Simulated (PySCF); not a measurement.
C₄H₁₃AlN₂.
SMILES with atom numbers: `[NH3+:1][AlH2-:2][N:3]1[CH2:4][CH2:5][CH2:6][CH2:7]1` (hydrogens: H8, H9, H10 on N1; H11, H12 on Al2; H13, H14 on C4; H15, H16 on C5; H17, H18 on C6; H19, H20 on C7)

Level: CAM-B3LYP/def2-SVPD in PySCF, non-relativistic, on one gas-phase PBE0-D3(BJ)/def2-SVP geometry that isn't relaxed in the solvent. The solvent is an IEF-PCM continuum (Bondi radii, 1.10 Å for H, scaled by 1.2), and excitations are vertical TDDFT with non-equilibrium linear response and a frozen core. Specific hydrogen bonds and non-electrostatic terms are outside this model.

Gas-phase singlets (H = HOMO, L = LUMO):

| state | E (eV) | λ (nm) | f | leading configurations |
| --- | --- | --- | --- | --- |
| S1 | 4.704 | 264 | 0.036 | H→L 92% |
| S2 | 5.563 | 223 | 0.089 | H→L+1 67%, H→L+2 19% |
| S3 | 6.065 | 204 | 0.008 | H→L+3 93% |
| S4 | 6.121 | 203 | 0.005 | H→L+2 56%, H→L+1 21% |
| S5 | 6.387 | 194 | 0.014 | H-1→L 92% |

Problem. Give the list for cyclohexane (ε = 2.017), n² = 2.04.

Solution. 
```tsv
state	E (eV)	λ (nm)	f	leading configurations	change by rank (eV)
S1	5.004	248	0.031	H→L 88%	+0.300
S2	5.504	225	0.108	H→L+1 87%	-0.059
S3	6.224	199	0.016	H→L+2 76%, H→L 8%	+0.159
S4	6.233	199	0.010	H→L+3 90%	+0.112
S5	6.440	193	0.049	H→L+4 84%	+0.053
```

Problem. Give the list for acetonitrile (ε = 35.69), n² = 1.81.

Solution. 
| state | E (eV) | λ (nm) | f | leading configurations | change by rank (eV) |
| --- | --- | --- | --- | --- | --- |
| S1 | 5.329 | 233 | 0.015 | H→L 53%, H→L+1 26% | +0.625 |
| S2 | 5.453 | 227 | 0.095 | H→L+1 65%, H→L 27% | -0.110 |
| S3 | 6.313 | 196 | 0.027 | H→L+2 74%, H→L 17% | +0.248 |
| S4 | 6.429 | 193 | 0.009 | H→L+4 88% | +0.308 |
| S5 | 6.523 | 190 | 0.047 | H→L+3 88% | +0.136 |

Problem. The ground-state energy changes by -0.529 eV from gas to acetonitrile. By how much does the total energy of gas-phase S3 change?

Solution. E(S3) = E(S0) + excitation energy, so it changes by -0.529 + 0.364 = -0.165 eV: it is lowered less than the ground state, which is what a blue shift means. This is the vertical state, with the slow part of the continuum still set for S0.

Problem. How do the frontier levels move from gas to acetonitrile?

Solution. 
```tsv
orbital	gas (eV)	solvent (eV)	change (eV)
LUMO+2	1.66	1.73	+0.07
LUMO+1	1.51	1.45	-0.06
LUMO	0.25	0.99	+0.74
HOMO	-6.86	-6.92	-0.06
HOMO-1	-8.78	-9.21	-0.43
HOMO-2	-9.61	-9.81	-0.20
HOMO-3	-10.00	-9.99	+0.01
```

The HOMO–LUMO gap goes from 7.11 to 7.92 eV. Rows go by rank; for LUMO, LUMO+1 and LUMO+2 the atom shares or the degeneracy differ between the runs, so the row needn't follow one orbital.
